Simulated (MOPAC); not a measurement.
MOPAC input (AM1):

```
AM1 1SCF UHF MS=0.5 GEO-OK AUX(PRECISION=9) THREADS=1
H2BO2

B    -0.44724455 1   -0.28636608 1   -0.00923823 1
O    -0.62355583 1    1.04373518 1    0.11723837 1
O     0.69042876 1   -1.00091713 1   -0.11585705 1
H     0.17630645 1    1.59392170 1    0.13719066 1
H     1.52493286 1   -0.50463571 1   -0.10205006 1
```

Output:

```
 *******************************************************************************
 **                                                                           **
 **                              MOPAC v23.2.5                                **
 **                                                                           **
 *******************************************************************************
 ** MOPAC's Digital Object Identifier: https://doi.org/10.5281/zenodo.6511958 **
 **                                                                           **
 ** Please cite the open-source release paper for use of this MOPAC version:  **
 ** J. E. Moussa and J. J. P. Stewart (2026)                                  **
 ** MOPAC: An open-source semiempirical molecular orbital program             **
 ** J. Open Source Softw., 11(119), 8025, https://doi.org/10.21105/joss.08025 **
 *******************************************************************************

                              AM1 CALCULATION RESULTS

 *******************************************************************************
 *  AM1        - The AM1 Hamiltonian to be used
 *  GEO-OK     - OVERRIDE INTERATOMIC DISTANCE AND OTHER SAFETY CHECKS
 *  UHF        - UNRESTRICTED HARTREE-FOCK CALCULATION
 *  MS=        - IN MECI, MAGNETIC COMPONENT OF SPIN =  0.5
 *  1SCF       - DO 1 SCF AND THEN STOP
 *  AUX        - OUTPUT AUXILIARY INFORMATION
 *******************************************************************************
AM1 1SCF UHF MS=0.5 GEO-OK AUX(PRECISION=9) THREADS=1
 H2BO2

   ATOM   CHEMICAL          X               Y               Z
  NUMBER   SYMBOL      (ANGSTROMS)     (ANGSTROMS)     (ANGSTROMS)

     1       B         -0.44724455  *  -0.28636608  *  -0.00923823  *
     2       O         -0.62355583  *   1.04373518  *   0.11723837  *
     3       O          0.69042876  *  -1.00091713  *  -0.11585705  *
     4       H          0.17630645  *   1.59392170  *   0.13719066  *
     5       H          1.52493286  *  -0.50463571  *  -0.10205006  *

          CARTESIAN COORDINATES

    NO.       ATOM           X           Y           Z

     1         B         -0.4472     -0.2864     -0.0092
     2         O         -0.6236      1.0437      0.1172
     3         O          0.6904     -1.0009     -0.1159
     4         H          0.1763      1.5939      0.1372
     5         H          1.5249     -0.5046     -0.1021

  H: (AM1): M.J.S. DEWAR ET AL, J. AM. CHEM. SOC. 107 3902-3909 (1985)
  B: (AM1): M.J.S. DEWAR ET AL, ORGANOMETALLICS, 7, 513-521 (1988)
  O: (AM1): M.J.S. DEWAR ET AL, J. AM. CHEM. SOC. 107 3902-3909 (1985)

           Empirical Formula: H2 O2 B  =     5 atoms

      MOLECULAR POINT GROUP   :   C2v

          UHF CALCULATION, NO. OF ALPHA ELECTRONS =    9
                           NO. OF BETA  ELECTRONS =    8

 -------------------------------------------------------------------------------
 AM1 1SCF UHF MS=0.5 GEO-OK AUX(PRECISION=9) THREADS=1
 H2BO2

     1SCF WAS SPECIFIED, SO BFGS WAS NOT USED
     SCF FIELD WAS ACHIEVED

                              AM1 CALCULATION
                                                       MOPAC v23.2.5 Linux

          FINAL HEAT OF FORMATION =       -106.25889 KCAL/MOL =    -444.58721 KJ/MOL

          COSMO AREA              =         74.97 SQUARE ANGSTROMS
          COSMO VOLUME            =         56.62 CUBIC ANGSTROMS

          IONIZATION POTENTIAL    =         10.043183 EV
          ALPHA SOMO LUMO (EV)    =        -10.043  2.762
          BETA  SOMO LUMO (EV)    =        -12.604 -0.601
          NO. OF ALPHA ELECTRONS  =          9
          NO. OF BETA  ELECTRONS  =          8
          MOLECULAR WEIGHT        =         44.8246         POINT GROUP:  C2v

          MOLECULAR DIMENSIONS (Angstroms)

            Atom       Atom       Distance
            H     5    O     2     2.65736
            H     4    B     1     1.89248
            O     3    H     5     0.00000

          SCF CALCULATIONS        =          1

   ATOM   CHEMICAL          X               Y               Z
  NUMBER   SYMBOL      (ANGSTROMS)     (ANGSTROMS)     (ANGSTROMS)

     1       B         -0.44724455  *  -0.28636608  *  -0.00923823  *
     2       O         -0.62355583  *   1.04373518  *   0.11723837  *
     3       O          0.69042876  *  -1.00091713  *  -0.11585705  *
     4       H          0.17630645  *   1.59392170  *   0.13719066  *
     5       H          1.52493286  *  -0.50463571  *  -0.10205006  *

                             CARTESIAN COORDINATES

   1    B       -0.447244550    -0.286366080    -0.009238230
   2    O       -0.623555830     1.043735180     0.117238370
   3    O        0.690428760    -1.000917130    -0.115857050
   4    H        0.176306450     1.593921700     0.137190660
   5    H        1.524932860    -0.504635710    -0.102050060

           Empirical Formula: H2 O2 B  =     5 atoms

      MOLECULAR POINT GROUP   :   C2v

          ALPHA EIGENVALUES
 -38.40949 -36.89330 -21.79912 -19.68135 -16.67787 -14.84480 -13.48233 -12.64614
 -10.04318   2.76154   3.13204   4.54265   5.04270   8.01579

           BETA EIGENVALUES
 -38.02963 -36.58769 -21.06324 -19.38019 -16.56833 -14.67163 -13.28710 -12.60410
  -0.60053   3.55779   3.79603   5.16885   5.43096   8.98936

              NET ATOMIC CHARGES AND DIPOLE CONTRIBUTIONS

  ATOM NO.   TYPE          CHARGE      No. of ELECS.   s-Pop       p-Pop
    1          B           0.244412        2.7556     1.33292     1.42267
    2          O          -0.346756        6.3468     1.83642     4.51033
    3          O          -0.346756        6.3468     1.83642     4.51033
    4          H           0.224550        0.7754     0.77545
    5          H           0.224550        0.7754     0.77545
 DIPOLE           X         Y         Z       TOTAL
 POINT-CHG.     1.198     0.767     0.025     1.423
 HYBRID         1.001     0.641     0.021     1.189
 SUM            2.199     1.408     0.045     2.612

          ATOMIC ORBITAL ELECTRON POPULATIONS

     Atom    s        px        py        pz
    1  B   1.33292   0.53376   0.55940   0.32950
    2  O   1.83642   1.40491   1.27318   1.83224
    3  O   1.83642   1.18262   1.49466   1.83306
    4  H   0.77545
    5  H   0.77545

                    (SZ)    =    0.500000
                    (S**2)  =    0.752934

          ATOMIC ORBITAL SPIN POPULATIONS

    Atom   Total    s     px     py     pz
         Atomic
    1  B  0.7173  0.389  0.227  0.084  0.018
    2  O  0.0823  0.018  0.002  0.070 -0.008
    3  O  0.0823  0.018  0.033  0.039 -0.008
    4  H  0.0590  0.059
    5  H  0.0590  0.059

 **********************
 *                    *
 * JOB ENDED NORMALLY *
 *                    *
 **********************

 == MOPAC DONE ==
```

The geometry given is a B3LYP-D3(BJ)/def2-TZVP minimum.
